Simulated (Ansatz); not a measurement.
C$_{2}$Cl$_{3}$, charge +2, doublet, at a GFN2-xTB geometry of the parent state (a state made from the parent by changing its charge; the spin is typed, not shown lowest); Ansatz (a quantum-chemistry and plane-wave program) with B3LYP/STO-3G.

Input for Ansatz:
Ansatz 0.2 input:
```yaml
crystal:
  periodic: [false, false, false]
  atoms:
    - {symbol: Cl, position_ang: [2.35678761, -0.31883422, 0.01950333]}
    - {symbol: C, position_ang: [0.77529472, -0.67694562, 0.18027512]}
    - {symbol: C, position_ang: [-0.39193325, -0.13280407, 0.05323237]}
    - {symbol: Cl, position_ang: [-0.62979944, 1.56052421, -0.45358792]}
    - {symbol: Cl, position_ang: [-1.86229222, -0.95589598, 0.35167018]}
basis:
  gaussian:
    orbitals: STO-3G
hamiltonian:
  xc: b3lyp
total_charge: 2
magnetization: {spin_polarized: false, initial_magnetization: 1}
```

The log (banner, timings and long lists left out):

```
Functional definition: B3LYP
428 factors; integrals over basis functions are off by at most 2.9e-5 eV
mean field evaluation 1: about -39174.4442 eV, gradient 2.4e1 eV
mean field evaluation 2: about -39174.4242 eV, gradient 2.4e1 eV
mean field evaluation 4: about -39176.4741 eV, gradient 1.4e1 eV
mean field evaluation 8: about -39177.5954 eV, gradient 6.5e-1 eV
mean field evaluation 16: about -39177.5973 eV, gradient 2.3e-4 eV
mean field evaluation 32: about -39176.2614 eV, gradient 1.1e1 eV
mean field -39177.59733957 eV, -1439.7501466999 hartree, gradient 1.3e-5 eV, S^2 0.750000; 5 other end points of the search recorded, 0 dependent functions left out
reference -39177.59751674 eV, -1439.7501532109 hartree; 31, 30 occupied and 6, 7 virtual orbitals, 428 factors
Total energy: -39177.59751674 eV, -1439.7501532109 hartree
```
